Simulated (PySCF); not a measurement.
C2H6N, SMILES C[CH]N, multiplicity 2. The structure is a stationary point at r2SCAN-D4/def2-TZVP. The isomer is the one that the SMILES or the coordinates give; other isomers of the formula were not compared. Other conformers were not sampled.

### Question
Give the equilibrium geometry at r2SCAN-D4/def2-TZVP (PySCF confirms it by a frequency run) as Cartesian coordinates in Å. (The exact figures need the calculation; the answer reports its results.)

### Answer
This is not unique; one that fits is 
```xyz
9

C     -1.2360     0.2152     0.0730
C      0.0472    -0.5283     0.0926
N      1.2143     0.1981    -0.1786
H     -2.0628    -0.4260     0.3825
H     -1.2108     1.0743     0.7554
H     -1.4814     0.6146    -0.9255
H      0.0731    -1.5648    -0.2261
H      1.2448     1.1033     0.2741
H      2.0701    -0.3100    -0.0043
```
Charge 0, spin multiplicity 2.
